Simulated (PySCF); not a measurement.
PySCF 2.14 output of an unrestricted M06-L calculation on a single atom or ion in cc-pVDZ-PP with ECP60MDF, with a scalar-relativistic core potential:

```
SCF conv_tol = 1e-09
number electrons alpha = 8  beta = 5
    Y. Zhao and D. G. Truhlar.,  J. Chem. Phys. 125, 194101 (2006)
    Y. Zhao and D. G. Truhlar.,  J. Chem. Phys. 125, 194101 (2006)
    Y. Zhao and D. G. Truhlar.,  Theor. Chem. Acc. 120, 215 (2008)
cycle= 1 E= -57.3015954615406  delta_E= -0.00607  |g|= 0.0167  |ddm|= 0.892
cycle= 2 E= -57.3016652908635  delta_E= -6.98e-05  |g|= 0.0139  |ddm|= 0.117
cycle= 3 E= -57.3017769398697  delta_E= -0.000112  |g|= 0.000205  |ddm|= 0.0619
cycle= 4 E= -57.3017769572372  delta_E= -1.74e-08  |g|= 1.81e-05  |ddm|= 0.00263
cycle= 5 E= -57.3017769574696  delta_E= -2.32e-10  |g|= 1.91e-06  |ddm|= 8.71e-05
converged SCF energy = -57.3017769574696  <S^2> = 3.7555381  2S+1 = 4.0027681
```

The run itself started from symmetry-adapted Hartree-Fock orbitals and held the occupation by maximum overlap, on a logarithmic radial grid, so the iterations belong to that start.

Problem. Which element, charge and spin multiplicity is this?

Solution. Ta (tantalum, neutral), multiplicity 4; the state was [Xe] 4f14 5d3 6s2, high-spin 4F determinant.

Energies and moments cover only the electrons outside the core potential. Spin-orbit coupling, absent here, splits the open shell strongly.
